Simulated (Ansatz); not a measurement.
`[AlH2][CH2][AlH][GeH3]` + `OC[TeH]` → `OC[Te][GeH3]` + `[AlH2][CH2][AlH2]`  (cleavage of the Ge–Al bond)

Isolated molecules relaxed with PBE0-D4/def2-TZVP in Ansatz; ΔE leaves out vibrations. CBS: MP2 limit from def2 TZ/QZ plus the TZ coupled-cluster correction, frozen cores. Functionals use def2-TZVPP. B3LYP here is the variant with VWN-RPA as its local correlation; programs differ in this. Elements past krypton have def2 core potentials. For Ge, Te outer-core shells are correlated without core-valence functions, which leaves a few kJ/mol of doubt a bond. Scalar relativity is left out up to krypton. Each species was taken in one conformer, which may not be the lowest.

CCSD(T)/CBS gives -31.4 kJ/mol.

Problem. Another level gave -27.9 kJ/mol. Which?
A. CCSD(T)/def2-TZVPP
B. PBE/def2-TZVPP
C. SCS-MP2/def2-TZVPP
D. B3LYP-D4/def2-TZVPP

Solution. A. CCSD(T)/def2-TZVPP -27.9, SCS-MP2/def2-TZVPP -37.4, PBE -22.9, B3LYP-D4 -32.1 kJ/mol.

Largest T1 diagnostic among the species: 0.012.

The D4 term adds −3.9 kJ/mol with B3LYP and −1.9 kJ/mol with PBE0; it sums over pairs of atoms, weighted by their polarisabilities, and B3LYP, whose exchange is more repulsive, gets the larger term. From PBE to PBE0 (25 % exact exchange), in def2-TZVPP and without D4, ΔE moves by −3.4 kJ/mol.

CCSD(T)/CBS has its own doubt, a few kJ/mol and more with outer-core shells, so smaller differences from it don't rank the levels.
